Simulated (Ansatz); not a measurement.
`[SiH3][AlH][GeH3]`. The species carries charge 0 and has multiplicity 1.

Cartesian coordinates in Å:
```
Si -2.0611 -0.5765 -0.0991
Al 0.1232 -0.2888 0.9896
Ge 1.9829 0.6947 -0.3251
H -2.5652 0.7363 -0.5981
H -3.1084 -1.1567 0.7876
H -1.9279 -1.4691 -1.2876
H 0.3559 -0.7205 2.5023
H 1.6112 2.0999 -0.8436
H 2.2836 -0.1553 -1.5778
H 3.3058 0.8360 0.4518
```

What are the harmonic wavenumbers in cm⁻¹ at PBE0-D4/def2-TZVP (Ansatz, finite differences of forces, unscaled)? (Best estimate.)

The calculation gave: 30i, 16i, 76, 264, 291, 356, 364, 413, 471, 494, 613, 788, 858, 883, 884, 933, 938, 1906, 2116, 2121, 2133, 2192, 2199, 2211.
